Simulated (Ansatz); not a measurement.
Born–Oppenheimer molecular dynamics of C$_{2}$H$_{4}$BCl (8 atoms, charge 0, multiplicity 1). It starts at the highest image of a converged band, a first-order saddle point between two minima.

All numbers below come from RKS PBE0-D4/def2-mTZVP (Ansatz 0.2.0).

```json
{"ensemble": "NVE (velocity Verlet)", "time step": "0.5 fs", "steps asked": "200", "starting velocities drawn for": "100 K", "seed": "4246"}
```

First frame:

```xyz
8
Properties=species:S:1:pos:R:3
B -1.077 0.936 -1.243
C -0.091 0.046 -0.671
C 0.142 -0.260 0.769
Cl -0.310 -1.979 1.087
H 0.060 1.544 -1.025
H 0.553 -0.482 -1.381
H -0.469 0.356 1.425
H 1.191 -0.160 1.040
```

(1) How far do the bonds stretch over the last three quarters of this one trajectory? (Pairs bonded in most of those frames.)

Results:

(1) 
| bond | mean (Å) | spread (Å) | shortest | longest |
| --- | --- | --- | --- | --- |
| B1–C2 | 1.414 | 0.040 | 1.34 | 1.49 |
| B1–H5 | 1.269 | 0.045 | 1.21 | 1.36 |
| C2–C3 | 1.485 | 0.054 | 1.38 | 1.57 |
| C2–H6 | 1.097 | 0.007 | 1.08 | 1.11 |
| C3–Cl4 | 1.828 | 0.038 | 1.74 | 1.88 |
| C3–H7 | 1.089 | 0.014 | 1.07 | 1.11 |
| C3–H8 | 1.090 | 0.009 | 1.07 | 1.11 |

Mean temperature of the second half: 1547 K. The conserved energy stayed within 0.26 meV per atom of its start (net change -0.14 meV per atom), so the integration is sound. The kinetic energy rose, since the run started high on the potential surface and went downhill. A run of 0.1 ps of so small a system gives no equilibrium averages. The orbitals stay closed-shell, which can raise the energy where a bond breaks towards radicals; this wasn't checked here.

The run took 4.6 min on 2 threads of Intel(R) Xeon(R) 6975P-C (Granite Rapids) (shared host), peak memory 0.19 GiB.
